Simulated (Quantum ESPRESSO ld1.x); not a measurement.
Problem. Radial electron density D(r) = 4 pi r^2 rho(r) of an atom or ion with 3 electrons. Calculated with ld1.x of Quantum ESPRESSO 7.5: non-relativistic Kohn-Sham, LDA (Slater exchange, VWN5 correlation), spin-polarised, spherical densities, point nucleus.

r (bohr)  D(r) (e/bohr)  spin D(r)
0.01134          0.4164     0.0185
0.01374          0.5884     0.0261
0.01678          0.8361     0.0371
0.0205            1.176     0.0520
0.02484           1.610     0.0710
0.03034           2.201     0.0967
0.03676           2.917      0.127
0.04489           3.824      0.165
0.05483           4.873      0.207
0.06644           5.953      0.247
0.08115           7.041      0.281
0.09833           7.889      0.296
0.1201            8.365      0.282
0.1467            8.237      0.230
0.1777            7.460      0.148
0.2171            6.057     0.0520
0.263             4.412   -0.00215
0.3213            2.805     0.0470
0.3924            1.689      0.256
0.4755            1.216      0.597
0.5807            1.189      0.992
0.7037            1.285       1.24
0.8595            1.211       1.20
1.05             0.8917      0.891
1.272            0.5006      0.501
1.554            0.1942      0.194
1.882           0.05302     0.0530
2.299          0.008475    0.00848
2.808         0.0007544   0.000754

What is the nuclear charge?

Solution. Z = 8. The innermost maximum, from 1s, lies near 1/Z = 0.125 bohr (found: 0.128), and its height grows with Z. The density is that of the oxygen ion O5+ in [He] 2s1; the configuration itself is not fixed sharply by these data. D(r) has 2 maxima, at r = 0.128, 0.738 bohr, and minima at 0.528 bohr, inside which lie 2.09 electrons.
